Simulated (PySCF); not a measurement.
**Orbital levels and atomic charges**

System: C20H10O2 (polycyclic quinone and quinodimethane), SMILES O=c1cc2c(=O)ccc3c-2c(c1)c1cccc2cccc3c21.

Cartesian coordinates (Å):
```
  1 O     3.687    3.291   -0.562
  2 C     3.005    2.289   -0.368
  3 C     3.593    0.993   -0.049
  4 C     2.835   -0.112    0.162
  5 C     3.540   -1.382    0.479
  6 O     4.754   -1.455    0.553
  7 C     2.671   -2.533    0.695
  8 C     1.335   -2.438    0.610
  9 C     0.649   -1.209    0.302
 10 C     1.398   -0.065    0.082
 11 C     0.778    1.204   -0.232
 12 C     1.559    2.302   -0.440
 13 C    -0.678    1.253   -0.313
 14 C    -1.358    2.427   -0.609
 15 C    -2.748    2.472   -0.685
 16 C    -3.487    1.340   -0.467
 17 C    -2.846    0.123   -0.164
 18 C    -3.603   -1.044    0.061
 19 C    -2.979   -2.227    0.355
 20 C    -1.591   -2.286    0.435
 21 C    -0.795   -1.166    0.223
 22 C    -1.429    0.071   -0.084
 23 H     4.670    0.923    0.020
 24 H     3.158   -3.469    0.927
 25 H     0.747   -3.326    0.781
 26 H     1.136    3.266   -0.676
 27 H    -0.814    3.340   -0.787
 28 H    -3.236    3.407   -0.918
 29 H    -4.565    1.361   -0.524
 30 H    -4.679   -0.987   -0.004
 31 H    -3.557   -3.122    0.527
 32 H    -1.150   -3.241    0.670
```

Method: PBE0/def2-SVP, gas phase, PySCF, fitting set def2-universal-JFIT up to Ne and JKFIT beyond, grid level 1.

Task: Give the orbital energies near the gap.

Result: 
```csv
orbital,eV
HOMO-4,-7.92
HOMO-3,-7.59
HOMO-2,-7.24
HOMO-1,-7.04
HOMO,-6.23
LUMO,-3.82
LUMO+1,-2.26
LUMO+2,-1.08
LUMO+3,-0.74
```

Task: Give the partial charges of the non-hydrogen atoms.

Result: 
```csv
atom,Mulliken,IAO,Hirshfeld
O1,-0.23,-0.42,-0.25
C2,0.18,0.32,0.12
C3,-0.08,-0.11,-0.01
C4,-0.08,-0.05,-0.01
C5,0.19,0.34,0.14
O6,-0.20,-0.40,-0.22
C7,-0.04,-0.17,-0.04
C8,0.02,-0.12,-0.02
C9,0.01,0.02,0.02
C10,0.07,-0.01,0.00
C11,0.10,0.02,0.01
C12,-0.15,-0.20,-0.06
C13,0.04,0.00,0.00
C14,-0.05,-0.12,-0.03
C15,0.02,-0.14,-0.04
C16,-0.01,-0.13,-0.03
C17,0.00,0.00,0.00
C18,0.00,-0.12,-0.03
C19,0.02,-0.15,-0.04
C20,-0.06,-0.13,-0.03
C21,0.05,0.00,0.00
C22,0.04,0.00,0.00
```
